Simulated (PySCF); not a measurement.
H₁₀Si₄, triplet, at the geometry of the source list (a higher spin typed on purpose: for a closed-shell molecule this is an excited state); DF-PBE/6-311+G(2d,p) in PySCF.

Input for PySCF:
```python
from pyscf import gto, scf, dft

mol = gto.M(
    atom='''
Si    2.098800   -0.873000    0.892900
Si    1.094900    1.112000    0.257600
Si   -0.717300    0.797700   -1.162400
Si   -2.374600   -0.521200   -0.232300
H     3.280500   -0.736400    1.746500
H     1.154600   -1.721800    1.625400
H     2.525300   -1.643100   -0.279300
H     2.093500    2.032300   -0.310600
H     0.632100    1.835000    1.455500
H    -0.234300    0.176000   -2.408200
H    -1.281500    2.072900   -1.634200
H    -2.842000    0.042300    1.037700
H    -3.566900   -0.711800   -1.060400
H    -1.863200   -1.860900    0.071800
''',
    basis='6-311+g(2d,p)',
    charge=0,
    spin=2,
    verbose=3,
)

mf = dft.UKS(mol)
mf.xc = 'pbe'
mf = mf.density_fit(auxbasis='def2-universal-jkfit')
mf.kernel()
mf.analyze()
```

What the program printed (banner, timings and long lists left out):

```
converged SCF energy = -1163.17335188681  <S^2> = 2.0052075  2S+1 = 3.0034696
**** MO energy ****
                             alpha | beta                alpha | beta
MO #1   energy= -65.4114680610659  | -65.4094499106713  occ= 1 | 1
MO #2   energy= -65.4114382307296  | -65.4094200388865  occ= 1 | 1
MO #3   energy= -65.3951430392883  | -65.3945653897119  occ= 1 | 1
MO #4   energy= -65.3951343677116  | -65.3945582104244  occ= 1 | 1
MO #5   energy= -5.07069847678789  | -5.0683284082027   occ= 1 | 1
MO #6   energy= -5.07062794517185  | -5.06826172271468  occ= 1 | 1
MO #7   energy= -5.05538622975127  | -5.05469052843322  occ= 1 | 1
MO #8   energy= -5.05537949548304  | -5.05468504201934  occ= 1 | 1
MO #9   energy= -3.48650675934982  | -3.48158092565399  occ= 1 | 1
MO #10  energy= -3.48591526059133  | -3.48107194087445  occ= 1 | 1
MO #11  energy= -3.47921759643191  | -3.47779633849194  occ= 1 | 1
MO #12  energy= -3.47913349958847  | -3.47771357313321  occ= 1 | 1
MO #13  energy= -3.47760090260969  | -3.47496628891389  occ= 1 | 1
MO #14  energy= -3.47757180719608  | -3.47490439118241  occ= 1 | 1
MO #15  energy= -3.46716638482313  | -3.46563727966276  occ= 1 | 1
MO #16  energy= -3.46715804237276  | -3.46563243886654  occ= 1 | 1
MO #17  energy= -3.4646688748754   | -3.46420233941576  occ= 1 | 1
MO #18  energy= -3.46466399752503  | -3.46419901367398  occ= 1 | 1
MO #19  energy= -3.46429609356474  | -3.4636416226868   occ= 1 | 1
MO #20  energy= -3.46429318198202  | -3.46364058657277  occ= 1 | 1
MO #21  energy= -0.560498968302904 | -0.539262557520383 occ= 1 | 1
MO #22  energy= -0.520208606858737 | -0.509041901893372 occ= 1 | 1
MO #23  energy= -0.485148843413145 | -0.473855650258691 occ= 1 | 1
MO #24  energy= -0.448964846053587 | -0.441245205355987 occ= 1 | 1
MO #25  energy= -0.344235179064293 | -0.335540513761044 occ= 1 | 1
MO #26  energy= -0.344088284417346 | -0.335008527142167 occ= 1 | 1
MO #27  energy= -0.328386027663429 | -0.320367639804608 occ= 1 | 1
MO #28  energy= -0.322584099996243 | -0.315128595958861 occ= 1 | 1
MO #29  energy= -0.312970529878593 | -0.308452311210667 occ= 1 | 1
MO #30  energy= -0.310388248771415 | -0.306799750628049 occ= 1 | 1
MO #31  energy= -0.301233650274902 | -0.288105256665097 occ= 1 | 1
MO #32  energy= -0.292695421497041 | -0.273692947129495 occ= 1 | 1
MO #33  energy= -0.287597608473692 | -0.260475508152441 occ= 1 | 0
MO #34  energy= -0.0713945357685956 | -0.0499107623016669 occ= 1 | 0
MO #35  energy= -0.066538780357861 | -0.0405827392868921 occ= 0 | 0
MO #36  energy= -0.0419328951992696 | -0.0283205939378479 occ= 0 | 0
MO #37  energy= -0.0373534193934145 | -0.0272073105210762 occ= 0 | 0
MO #38  energy= -0.034328988936841 | -0.0218298430915245 occ= 0 | 0
MO #39  energy= -0.023991374390269 | -0.0159488972917997 occ= 0 | 0
MO #40  energy= -0.0116928685215753 | -0.0033271678114826 occ= 0 | 0
MO #41  energy= -0.00684623934559271 | 0.00113785064942618 occ= 0 | 0
MO #42  energy= -7.34047780848873e-05 | 0.00947840954443927 occ= 0 | 0

To work with the spin densities directly, `use mulliken_meta_spin()` only printing them here.

 ** Mulliken spin pop alpha/beta on meta-lowdin orthogonal AOs **
 ** Mulliken Spin Density (per atom)  **
spin density of  0 Si =      0.20802
spin density of  1 Si =      0.63682
spin density of  2 Si =      0.63687
spin density of  3 Si =      0.20854
spin density of  4 H =      0.08142
spin density of  5 H =     -0.00494
spin density of  6 H =      0.01260
spin density of  7 H =      0.02866
spin density of  8 H =      0.03714
spin density of  9 H =      0.03719
spin density of  10 H =      0.02832
spin density of  11 H =      0.01260
spin density of  12 H =      0.08172
spin density of  13 H =     -0.00495
 ** Mulliken pop alpha/beta on meta-lowdin orthogonal AOs **
 ** Mulliken atomic charges   ( Nelec_alpha | Nelec_beta ) **
charge of  0Si =      0.20510  (     7.00146      6.79344 )
charge of  1Si =      0.11278  (     7.26202      6.62520 )
charge of  2Si =      0.11289  (     7.26199      6.62512 )
charge of  3Si =      0.20490  (     7.00182      6.79328 )
charge of  4H =     -0.05680  (     0.56911      0.48769 )
charge of  5H =     -0.05650  (     0.52578      0.53072 )
charge of  6H =     -0.06994  (     0.54127      0.52867 )
charge of  7H =     -0.04971  (     0.53918      0.51053 )
charge of  8H =     -0.08489  (     0.56101      0.52388 )
charge of  9H =     -0.08492  (     0.56105      0.52387 )
charge of  10H =     -0.04951  (     0.53891      0.51060 )
charge of  11H =     -0.06994  (     0.54127      0.52867 )
charge of  12H =     -0.05697  (     0.56934      0.48762 )
charge of  13H =     -0.05651  (     0.52578      0.53073 )
Dipole moment(X, Y, Z, Debye):  0.00828,  0.03045, -0.01383
```
